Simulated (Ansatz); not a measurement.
Molecule: TaO$_{2}$Cl (charge 0, singlet). SMILES: [Ta](=[O])(=[O])[Cl]
Structure (B3LYP-D3(BJ)/def2-TZVP (Ansatz, a first-principles code) minimum search):
```
Ta
O 1 1.7367
O 1 1.7367 2 106.71
Cl 1 2.3301 2 110.37 3 -119.93
```

Property: atomisation energy, in kcal/mol. Terms: def2 sets with scalar-relativistic core potentials past Kr; UHF or UKS for open shells; atomisation electronic, to ground-state atoms; 6-31G* and kin with 6d, 5d where marked; dispersion terms only where a functional's name holds one; LANL2DZ with its own core potentials from Na on; frozen cores in correlated levels (noble-gas shells and the d and f shells of earlier blocks); spin-orbit terms left out. Ab initio and DFT rows: single points at B3LYP-D3(BJ) geometries (Ansatz).

```
level                                     program  atomisation energy (kcal/mol)
---------------------------------  --------------  -----------------------------
HF/LANL2DZ                                 Ansatz                          194.4
HF/6-31G* with LANL2DZ past Ar             Ansatz                          231.4
SVWN5/6-31G* with LANL2DZ past Ar          Ansatz                          539.3
PBE/LANL2DZ                                Ansatz                          451.9
PBE/def2-SVP                               Ansatz                          481.4
PBE/6-31G* with LANL2DZ past Ar            Ansatz                          475.1
BLYP/6-31G* with LANL2DZ past Ar           Ansatz                          457.5
B3LYP/LANL2DZ                              Ansatz                          405.1
B3LYP/def2-SVP                             Ansatz                          438.7
B3LYP/6-31G* with LANL2DZ past Ar          Ansatz                          431.1
PBE0/6-31G* with LANL2DZ past Ar           Ansatz                          432.1
MP2/LANL2DZ                                Ansatz                          409.3
MP2/6-31G* with LANL2DZ past Ar            Ansatz                          453.3
B2PLYP-D3(BJ)/def2-TZVPD           Ansatz + dftd3                          454.5
```

No value to compare with is used here. The 13 habitual levels span 194.4 (HF/LANL2DZ) to 539.3 kcal/mol (SVWN5/6-31G* with LANL2DZ past Ar); B2PLYP-D3(BJ)/def2-TZVPD gives 454.5.

The levels are drawn from those run, B3LYP/6-31G* more often than the rest, none by its result; left out are runs that failed, that the program found above a lower state of the same kind, or whose <S^2> lies over 0.5 above the pure value.
